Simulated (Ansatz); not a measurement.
The same path of Cl2H2Sn (5 atoms, charge 0, multiplicity 1) was run twice with different band settings. Lost on the way: Sn1–H3. Made: Cl2–H3.

Computed with RKS PBE-D4/def2-SVP (Ansatz 0.2.0).

Relaxed end points:

```xyz
5
Properties=species:S:1:pos:R:3
Sn 0.359 0.038 0.083
Cl 0.718 -0.016 2.420
H 1.904 -0.078 -0.668
H -0.632 1.398 -0.273
Cl -0.872 -1.890 -0.517
```

```xyz
5
Properties=species:S:1:pos:R:3
Sn 0.504 0.841 -0.854
Cl 1.399 -0.081 1.671
H 0.738 -1.060 0.938
H -1.025 1.371 -0.050
Cl -0.139 -1.618 -0.660
```

Common settings: spring 5.0 eV/Å²; optimiser quadratic models (default); start path through a guess of the saddle point; force threshold 0.05 eV/Å; iteration limit 60; end points relaxed.

| run | movable images | climbing image |
| --- | --- | --- |
| 1 | 7 | yes |
| 2 | 4 | no |

Problem. What does each run give, and how far can it be trusted?

Solution. Run 1: converged after 15 iterations, highest image 1.513 eV above the first end. A vibrational analysis at the climbing image gives one clearly imaginary mode, 841i cm⁻¹: a first-order saddle point.
Run 2: converged after 18 iterations, highest image 1.039 eV above the first end. No image climbed, so the highest image needn't sit at the top of the path.
The orbitals stay closed-shell, which can raise the energy where a bond breaks towards radicals; this wasn't checked here.
